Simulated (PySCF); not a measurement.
System: CH3BBrO, net charge 0, doublet state. It need not be the lowest isomer of its formula. SMILES: CO[B]Br
Structure (B3LYP-D3(BJ)/def2-TZVP (Ansatz) minimum search):
```
C
H 1 1.0880
H 1 1.0880 2 109.81
H 1 1.0887 2 110.43 3 122.00
O 1 1.4401 2 107.74 3 -117.07
B 5 1.3125 1 128.63 2 -120.79
Br 6 1.9475 5 126.70 1 0.00
```
Charge 0, spin multiplicity 2.

Dispersion corrections to the total energy (kcal/mol) from the dftd3 and dftd4 libraries through PySCF: D3(BJ) without and D4 with the three-body term, each with the damping fitted for the functional named.

```csv
functional,D3(BJ),D4
TPSSh,-3.64,-3.79
BHLYP,-4.46,-3.84
PBE,…,-3.09
B2GP-PLYP,-2.32,…
B2PLYP,-2.65,-2.16
PW6B95,…,-2.66
LC-wPBE,-3.01,-3.46
```

Problem. Fill in the missing entries.

Solution. 
- PBE, D3(BJ): -3.08
- B2GP-PLYP, D4: -1.30
- PW6B95, D3(BJ): -1.68
